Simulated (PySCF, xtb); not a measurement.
Dissociation curve of H5AlO, SMILES [OH2+][AlH3-]. The Al1–O5 bond (Al1 also carries H, H, H; O5 carries H, H) is varied alone, starting from the PBE0/def2-TZVP optimised geometry.

- RKS-B3LYP/6-31G* = restricted B3LYP/6-31G*, spherical d in PySCF 2.14.0
- RKS-B3LYP = PySCF 2.14.0 with restricted B3LYP/def2-TZVP
- UKS-B3LYP/6-311+G** = PySCF 2.14.0 with unrestricted B3LYP/6-311+G**, spherical d
- UHF/LANL2DZ = unrestricted Hartree-Fock/LANL2DZ, with its core potentials past Ne run with PySCF
- GFN1-xTB (xtb)

Energies are in kcal/mol, each relative to the lowest point of its own curve near equilibrium.

```csv
R / Å,RKS-B3LYP/6-31G*,RKS-B3LYP,UKS-B3LYP/6-311+G**,UHF/LANL2DZ,GFN1-xTB
1.52,57.4,52.2,57.8,65.7,38.8
1.61,32.8,29.2,33.3,38.8,21.3
1.73,13.7,11.9,14.3,17.3,8.6
1.82,6.0,5.1,6.6,8.2,3.7
1.92,1.6,1.3,2.1,2.8,0.9
1.99,0.3,0.2,0.6,0.9,0.1
2.03,0.0,0.0,0.2,0.3,0.0
2.09,0.0,0.1,0.0,0.0,0.1
2.18,0.8,0.8,0.4,0.4,0.9
2.22,1.3,1.3,0.8,0.8,1.3
2.34,3.3,3.1,2.3,2.4,3.2
2.54,7.1,6.5,5.4,5.9,7.2
2.73,10.5,9.4,8.3,9.1,11.2
3.02,14.9,13.1,11.8,13.0,16.6
3.32,18.2,15.8,14.5,16.0,20.8
3.70,21.1,18.0,16.7,18.5,24.4
4.08,23.1,19.4,18.0,20.1,26.6
4.45,24.4,20.2,18.8,21.2,28.0
4.92,25.5,20.9,19.4,22.0,29.3
5.52,26.2,21.4,19.9,22.7,30.2
6.12,26.6,21.7,20.1,23.0,30.7
```

At the longest distance, 6.12 Å, GFN1-xTB lies highest above its minimum (30.7 kcal/mol) and UKS-B3LYP/6-311+G** lowest (20.1 kcal/mol).
